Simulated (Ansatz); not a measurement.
A made-up structure of AlGeH4, doublet:

```
atom    x (Å)    y (Å)    z (Å)
 Al1  -0.0474  -0.6503  -0.0111
 Ge2   0.1414   2.0081   0.0311
  H3   1.1030  -1.4799   0.6891
  H4   0.3346   3.4987  -0.1128
  H5   0.6269   0.6739  -0.9570
  H6  -0.5183   0.7245   0.9846
```

It is relaxed with PBE-D4/def2-SVP and then PBE0-D4/def2-TZVP (Ansatz 0.2.0). Atoms count as bonded within 1.22 times the sum of their covalent radii (H–H: 0.88 Å). The end point is not checked to be a true minimum.

**Question.** Does its bonding change? (A judgement: the text doesn't fix the answer.)

**Answer.** Computed: No: no bond forms or breaks.

Where it ends: The first stage lowers the energy by 2.11 eV in 16 steps. It ends as AlGeH₄ ([H]1[AlH]2[H][GeH]12):
```
6
angstrom
Al -0.2280 -0.1924 -0.1551
Ge 0.7855 2.1888 0.3482
H 0.5458 -1.4862 0.3944
H -0.5555 2.3851 -0.4954
H 1.1341 0.8896 -0.6802
H -0.0415 0.9900 1.2121
```

Labels in which every atom is bracketed show which atoms are joined, not bond orders.

For scale, one of the runs: PBE0-D4/def2-TZVP relaxation, 109 basis functions, launched by `ansatz run in.yaml --threads 2 --pin off --events-out ev --progress --plain --max-ram 4352MiB`. Hardware: 2 CPU threads of an Arm Neoverse V1, shared host. Wall time about 17 s.
